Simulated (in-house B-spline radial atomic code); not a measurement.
A fraction x of an electron is removed from 5s in the iodine ion I⁴⁺, starting from [Kr] 4d10 5s2 5p1 and keeping the highest spin. All numbers are computed (scalar-relativistic (X2C) LDA VWN5, spin-polarised, spherical fractional occupations; Fermi nucleus of rms radius 4.75 fm) with a radial B-spline atomic code at the basis-set limit, not measured.

```tsv
x	E(x) - E(0) (eV)	5s down level (eV)
0	0.0000	-57.433
0.11	6.3871	-58.696
0.15	8.7441	-59.156
0.33	19.5783	-61.224
0.48	28.8911	-62.947
0.5	?	?
0.62	?	?
0.65	39.7580	-64.897
0.87	54.3123	-67.411
0.95	59.7415	-68.318
1	63.1715	-
```

Question: What belongs in the row x = 0.5?

Answer: An energy change of 30.1524 eV; 5s down at -63.177 eV.

Question: What belongs in the row x = 0.62?

Answer: An energy change of 37.8162 eV; 5s down at -64.554 eV.

Question: Check Janak's theorem between x = 0.11 and 0.15.

Answer: The slope of the energy is 58.92 eV; the orbital levels give 58.93 eV (-ε of the emptying orbital, averaged over the two points).
